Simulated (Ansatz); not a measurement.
Start from `N=[CH][GaH][OH]` and change one element to get `N=[CH][AlH][OH]`.

Ansatz, PBE0-D4/def2-TZVP geometries, multiplicity 1. Each molecule was computed in one conformer, which needn't be the lowest.

Scalar relativity is left out up to krypton.

| property | `N=[CH][GaH][OH]` |
| --- | --- |
| HOMO energy (PBE/def2-TZVPP) / eV | -5.73 |
| HOMO energy (B3LYP/def2-TZVPP) / eV | -6.88 |
| HOMO energy (ωB97M-V/def2-TZVPP) / eV | -9.32 |
| LUMO energy (B3LYP/def2-TZVPP) / eV | -2.24 |
| LUMO energy (PBE/def2-TZVPP) / eV | -2.87 |
| HOMO–LUMO gap (PBE0/def2-TZVPP) / eV | 5.09 |

Q: What does the change do to each property? (Estimate.)

A: Ansatz gave: 
```json
{"property": "HOMO energy (PBE/def2-TZVPP) / eV", "`N=[CH][AlH][OH]`": "-5.37", "shift": "0.36"}
{"property": "HOMO energy (B3LYP/def2-TZVPP) / eV", "`N=[CH][AlH][OH]`": "-6.53", "shift": "0.35"}
{"property": "HOMO energy (ωB97M-V/def2-TZVPP) / eV", "`N=[CH][AlH][OH]`": "-9.01", "shift": "0.31"}
{"property": "LUMO energy (B3LYP/def2-TZVPP) / eV", "`N=[CH][AlH][OH]`": "-1.91", "shift": "0.33"}
{"property": "LUMO energy (PBE/def2-TZVPP) / eV", "`N=[CH][AlH][OH]`": "-2.59", "shift": "0.28"}
{"property": "HOMO–LUMO gap (PBE0/def2-TZVPP) / eV", "`N=[CH][AlH][OH]`": "5.05", "shift": "-0.04"}
```

With PBE0 the HOMO rises by 0.34 eV and the LUMO rises by 0.29 eV, so the gap narrows by about 0.05 eV. PBE moves the HOMO by 0.36 eV and ωB97M-V by 0.31 eV.

B3LYP here is the variant with VWN-RPA as its local correlation; programs differ in this.
